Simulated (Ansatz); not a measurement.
**Molecular dynamics of FH₅O₃W**

Input:

```yaml
crystal:
  periodic: [false, false, false]
  atoms:
    - { symbol: W, position_ang: [0.385015, -0.31669, -0.076346] }
    - { symbol: F, position_ang: [0.499001, -0.390266, 1.805082] }
    - { symbol: O, position_ang: [2.228167, 0.13374, -0.047767] }
    - { symbol: H, position_ang: [2.769403, 0.763899, 0.40084] }
    - { symbol: H, position_ang: [0.179353, 1.317044, 0.20948] }
    - { symbol: H, position_ang: [-1.179369, 0.173561, 0.248486] }
    - { symbol: O, position_ang: [-0.374672, -2.052606, 0.021322] }
    - { symbol: H, position_ang: [-1.076856, -2.46464, 0.499223] }
    - { symbol: O, position_ang: [0.118294, -0.055587, -1.858982] }
    - { symbol: H, position_ang: [-0.141836, 0.234945, -2.715838] }
basis:
  gaussian: { orbitals: def2-SVP }
hamiltonian:
  xc: hf
md:
  timestep: 1.0
  n_steps: 500
  ensemble: nvt_langevin
  temperature: 1000.0
  initial_velocities: maxwell_boltzmann
  seed: 489419
  friction: 0.001
```

Command:

```bash
$ ansatz run input.yaml --threads 2 --pin off --max-ram 3072MiB --backend cpu --events-out ev --progress --plain --runs-dir out
```

It starts from a relaxed structure.

Output, in part (step lines, the closing report, with atoms numbered from 0):

```
md step     0: t =     0.00 fs  T =   900.0 K  F+E_penalty+E_count = -10697.17910940 eV  E_kin = 1.163340 eV  (44 SCF iters)
md step     1: t =     1.00 fs  T =   812.9 K  F+E_penalty+E_count = -10697.08888237 eV  E_kin = 1.050811 eV  (43 SCF iters)
md step     2: t =     2.00 fs  T =   698.6 K  F+E_penalty+E_count = -10696.95599486 eV  E_kin = 0.903052 eV  (43 SCF iters)
md step     3: t =     3.00 fs  T =   677.4 K  F+E_penalty+E_count = -10696.93746154 eV  E_kin = 0.875637 eV  (43 SCF iters)
md step     4: t =     4.00 fs  T =   684.3 K  F+E_penalty+E_count = -10696.97931100 eV  E_kin = 0.884572 eV  (44 SCF iters)
md step     5: t =     5.00 fs  T =   612.3 K  F+E_penalty+E_count = -10696.89274954 eV  E_kin = 0.791510 eV  (44 SCF iters)
md step     6: t =     6.00 fs  T =   493.7 K  F+E_penalty+E_count = -10696.73965795 eV  E_kin = 0.638121 eV  (43 SCF iters)
md step     7: t =     7.00 fs  T =   481.8 K  F+E_penalty+E_count = -10696.74239101 eV  E_kin = 0.622732 eV  (44 SCF iters)
[... lines left out ...]
md step   497: t =   497.00 fs  T =   727.4 K  F+E_penalty+E_count = -10696.48604643 eV  E_kin = 0.940214 eV  (46 SCF iters)
md step   498: t =   498.00 fs  T =   733.5 K  F+E_penalty+E_count = -10696.47959917 eV  E_kin = 0.948066 eV  (43 SCF iters)
md step   499: t =   499.00 fs  T =   668.8 K  F+E_penalty+E_count = -10696.40202641 eV  E_kin = 0.864532 eV  (44 SCF iters)
md step   500: t =   500.00 fs  T =   637.3 K  F+E_penalty+E_count = -10696.36599928 eV  E_kin = 0.823729 eV  (47 SCF iters)
Total energy: -10696.36599928 eV, -393.0842002163 hartree
Atom 0 at     0.300531    -1.570578     0.392518 Å, force    -1.376060     3.298735    -0.290099 eV/Å
Atom 1 at     1.787113    -1.475911     1.489677 Å, force     1.131027    -1.277684     0.463336 eV/Å
Atom 2 at     1.299690    -0.830578    -1.011219 Å, force    -0.055976     2.179464    -1.779275 eV/Å
Atom 3 at     1.492721     0.054217    -1.416800 Å, force    -0.317997    -2.195709     1.347987 eV/Å
Atom 4 at     0.381553     0.118896     0.903117 Å, force    -0.586325    -0.608197    -0.317705 eV/Å
Atom 5 at    -0.405598    -1.251627     1.851129 Å, force    -0.154858     0.000187     0.293186 eV/Å
Atom 6 at     0.276281    -3.440555     0.387569 Å, force     2.084975    -2.270761     1.378236 eV/Å
Atom 7 at     0.911927    -4.071803     0.767466 Å, force    -1.167945     0.626184    -0.541447 eV/Å
Atom 8 at    -1.425459    -1.475251    -0.220942 Å, force    -1.147841     0.623092    -1.993898 eV/Å
Atom 9 at    -2.201860    -1.262120    -0.780244 Å, force     1.591000    -0.375311     1.439678 eV/Å
Dipole moment:    -0.349377    -0.075902    -0.584685 e Å
```

The steps, from the saved trajectory:

```tsv
time (fs)	T (K)	potential energy less start (eV)
0	900	0.000
16	328	0.626
32	541	0.399
48	385	0.739
64	437	0.722
80	436	0.737
96	514	0.598
112	324	0.837
128	459	0.610
144	532	0.524
160	440	0.696
176	455	0.664
192	497	0.518
208	639	0.443
224	492	0.705
240	539	0.569
256	710	0.378
272	612	0.617
288	455	0.806
304	534	0.707
320	716	0.558
336	599	0.761
352	601	0.753
368	770	0.571
384	457	1.060
400	853	0.625
416	888	0.608
432	731	0.792
448	670	0.819
464	790	0.707
480	657	0.785
496	696	0.746
```

The run went to its last step. The mean temperature of the second half is 33 % below the set value. A run of 0.5 ps of so small a system gives no equilibrium averages.

The same pairs are bonded in the first frame and the last. Pairs count as bonded within 1.25 times the sum of covalent radii (0.12 Å more for H–H).

Last frame:

```xyz
10
Properties=species:S:1:pos:R:3
W 0.300 -1.571 0.393
F 1.787 -1.476 1.490
O 1.300 -0.831 -1.011
H 1.493 0.054 -1.417
H 0.382 0.119 0.903
H -0.406 -1.252 1.851
O 0.276 -3.441 0.388
H 0.912 -4.072 0.767
O -1.425 -1.475 -0.221
H -2.202 -1.262 -0.780
```

Time of the run: 13 min on 2 threads of Arm Neoverse V2, on a shared host, peak memory 0.23 GiB.
